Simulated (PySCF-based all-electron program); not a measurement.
**BI, singlet: squeezing and stretching**

All-electron Kohn–Sham DFT on the free molecule, computed near the basis limit with an in-house program on PySCF integrals; Koelling–Harmon scalar relativity, no spin–orbit coupling, spin-restricted. Forces are good to about 0.002 eV/Å. In part, the state lies near an instability. A positive force pushes the atoms apart.

```tsv
r (Å)	PBE (eV/Å)
1.704	14.312
1.8105	8.361
1.917	?
2.130	0.201
2.343	-1.580
```

Q: What does PBE give at the lengths left open?

A: 1.917 Å: 4.449 eV/Å.

Q: Fit a Morse curve to the forces within 0.84 to 1.25 of the listed length with the smallest force. Where does the force vanish, what is the force constant, and what harmonic wavenumber follows with standard atomic masses?

A: PBE: 2.146 Å, 12 eV/Å², about 570 cm⁻¹. The points are far apart, so these are estimates.
